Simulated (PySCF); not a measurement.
Compounds:
1. SMILES COC(=O)c1n[nH]nc1C, C₅H₇N₃O₂
2. SMILES [SiH3]OC1=CC=CC(F)=C1, C₆H₇FOSi
3. `COc1nc(C(C)=O)n[nH]1`, C₅H₇N₃O₂
4. `C=C(C)[SiH3]`, C₃H₈Si
5. SMILES c1cn(C2CCC2)nn1, C₆H₉N₃
6. 2-chlorobenzoyl chloride, C₇H₄Cl₂O
7. SMILES C#C/C=N\[SiH2]C, C₄H₇NSi

Gas phase, one averaged value for each set of equivalent atoms, one conformer, non-relativistic Hamiltonian. GIAO PBE0/pcSseg-1 shieldings; GFN2-xTB geometry; PySCF 2.14.

Referencing at the same level of theory: 1H and 13C against TMS. Shifts are as computed. Against solution values, carbons near 30 ppm lie about +3 ppm off and those near 130 ppm about +5 ppm; carbons on Cl a further +6 ppm. Of 1211 compounds with measured shifts, 218 miss one by over three times the rms of a fit or turn the order of signals round; such compounds aren't used in these exercises. Carbons bonded to Cl come out too deshielded. OH and NH positions are gas-phase values without hydrogen bonding to other molecules.

(1) Which show a 13C signal below 10 ppm?

(2) Which show a 1H signal below 0.7 ppm from a carbon-bound hydrogen?

(3) Which show a 13C signal above 185 ppm?

(4) Which give exactly 4 13C signals?

Answers

(1) 7 (-3.6: methyl carbon bonded to Si).

(2) 7 (0.35: hydrogen on a methyl carbon bonded to Si).

(3) 3 (195.7: ketone carbonyl carbon).

(4) 7 (δ 158.0, 89.4, 81.8, -3.6).
